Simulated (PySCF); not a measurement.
## Computed vibrations of [TmCl3(H2O)]−

[TmCl3(H2O)]− (singlet in the valence; each metal's 4f electrons, 13 of them, lie in its core potential, out of spins and levels). PySCF 2.14.0, RKS PBE0, Tm lcecp-0-SVP with ECP59, Cl def2-SVP, O def2-SVP, H def2-SVP; non-relativistic Hamiltonian with scalar-relativistic core potentials where named; density fitting; no spin-orbit coupling. Central differences of gradients.

```xyz
7

Tm    0.1173   -0.0267    0.0267
Cl    1.3555    1.7378    1.5744
Cl   -2.4266   -0.7141    0.7141
Cl    1.3555   -1.5744   -1.7378
O    -1.5971    1.3507   -1.3507
H    -2.0893    1.5941   -0.5495
H    -2.0893    0.5495   -1.5941
```

Run from Python with OMP_NUM_THREADS=2. Where DIIS fails, smearing, a level shift and second-order steps follow.
It took 110 s on 2 threads of Arm Neoverse V1 (shared host).

(1) What are the harmonic wavenumbers and infrared intensities?

(2) Is this a minimum?

An lcecp potential fixes the number of 4f electrons, so in runs with it no electron can move into or out of that shell.

Results:

(1) Modes are labelled in Cs; negative numbers are unstable modes, those under 60 cm⁻¹ near the noise; a finer grid moves soft modes by up to 10 cm⁻¹.
| cm⁻¹ | km/mol | symmetry |
| --- | --- | --- |
| -247 | – | a'' |
| 49 | 3.5 | a'' |
| 54 | 14.4 | a' |
| 60 | 16.9 | a' |
| 66 | 2.4 | a'' |
| 134 | 43.1 | a' |
| 199 | 13.1 | a' |
| 241 | 7.7 | a' |
| 254 | 41.5 | a' |
| 256 | 62.3 | a'' |
| 564 | 7.8 | a'' |
| 685 | 385.2 | a' |
| 1654 | 109.6 | a' |
| 3784 | 66.5 | a' |
| 3828 | 76.5 | a'' |

(2) No: 1 unstable; the lowest moves the atoms so:
```
Tm   0.00  0.00  0.00
Cl   0.00  0.00  0.00
Cl   0.00 -0.01 -0.01
Cl   0.00  0.00  0.00
O    0.00 -0.01 -0.01
H    0.21  0.67 -0.10
H   -0.21 -0.10  0.67
```
